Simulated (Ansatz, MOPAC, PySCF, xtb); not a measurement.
Complex: HCl (SMILES Cl) (first 2 atoms) with ClH3Si (SMILES [SiH3]Cl); geometry from B3LYP-D3(BJ)/def2-TZVP, rigid monomers moved along the line of their centres of mass till H2···Cl4 is 2.22 Å.
(charge 0, multiplicity 1):
| atom | x (Å) | y (Å) | z (Å) |
|---|---|---|---|
| Cl | -0.3135 | -0.4178 | 0.9692 |
| H | 0.5898 | -0.1007 | 1.8322 |
| Si | -0.5841 | 0.3029 | 4.5595 |
| Cl | 1.3667 | 0.4393 | 3.8445 |
| H | -1.0564 | -1.0729 | 4.3268 |
| H | -1.4042 | 1.2829 | 3.8268 |
| H | -0.5434 | 0.6147 | 6.0003 |

Counterpoise-corrected where a basis set is named; no monomer relaxation. Rows marked so take none.

Frozen-core correlation. Rows in 3-21G carry no dispersion term and start afresh at each structure. The state reached by AM1, PM3, PM7 isn't checked; PM7 holds dispersion and hydrogen-bond terms.

The values were computed with Ansatz (a program for electronic structure); MOPAC for AM1, PM3, PM7 (differences of heats of formation); PySCF for 3-21G rows, the dispersion terms; xtb for the GFN methods. Each number belongs to the level named beside it.

```tsv
level	interaction energy (kJ/mol)
AM1	0.1
PM3	-8.9
PM7	-2.2
GFN1-xTB	-7.4
PBE-D4/def2-TZVPPD	-11.5
r2SCAN-D4/def2-TZVPPD	-9.6
B3LYP/3-21G (no counterpoise)	-13.1
MP2/aug-cc-pV(T+d)Z	-8.5
SCS-MP2/aug-cc-pV(T+d)Z	[?]
```

Fill in the missing entries.


- SCS-MP2/aug-cc-pV(T+d)Z, interaction energy (kJ/mol): -3.5
